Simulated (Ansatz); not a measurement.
```yaml
crystal:
  periodic: [false, false, false]
  atoms:
    - {symbol: V, position_ang: [0.312465, 0.071185, 0.212450]}
    - {symbol: O, position_ang: [0.325618, 0.044533, 1.846080]}
    - {symbol: O, position_ang: [1.775734, 0.434153, -0.417406]}
    - {symbol: O, position_ang: [-0.915402, 1.351349, -0.366280]}
    - {symbol: H, position_ang: [-0.576540, 1.774467, -1.174418]}
    - {symbol: O, position_ang: [-0.216106, -1.609065, -0.403001]}
    - {symbol: H, position_ang: [-0.705771, -2.066611, 0.302566]}
basis:
  gaussian: {orbitals: aug-cc-pVDZ}
total_charge: -2
magnetization: {spin_polarized: true, initial_magnetization: 1}
hamiltonian: {xc: {name: B97}}
scf: {omitted_lower_state_checks: [starts]}
```

```sh
$ ansatz run in.yaml --threads 4 --pin off --events-out ev --progress --plain --max-ram 3916MiB
```

It prints (some lines left out):

```
Functional definition: B97
1466 factors; their error is unknown
mean field evaluation 1: about -33894.6928 eV, gradient 6.0e1 eV
mean field evaluation 2: about -33355.6598 eV, gradient 4.1e2 eV
mean field evaluation 4: about -33884.0597 eV, gradient 9.9e1 eV
mean field evaluation 8: about -33908.6684 eV, gradient 1.2e-1 eV
mean field evaluation 16: about -33908.6686 eV, gradient 2.9e-4 eV
mean field -33908.66857216 eV, -1246.1205859057 hartree, gradient 4.8e-6 eV, S^2 0.750048; 0 other end points of the search recorded, 0 dependent functions left out
reference -33908.66861680 eV, -1246.1205875462 hartree; 30, 29 occupied and 139, 140 virtual orbitals, 1466 factors
Total energy: -33908.66861680 eV, -1246.1205875462 hartree
Checks for a lower state left out: starts
```

It took 43 s on 4 threads of Arm Neoverse V1 on a shared host, peak host memory 0.88 GiB.

A multiply charged anion in the gas phase is held together partly by the finite basis.
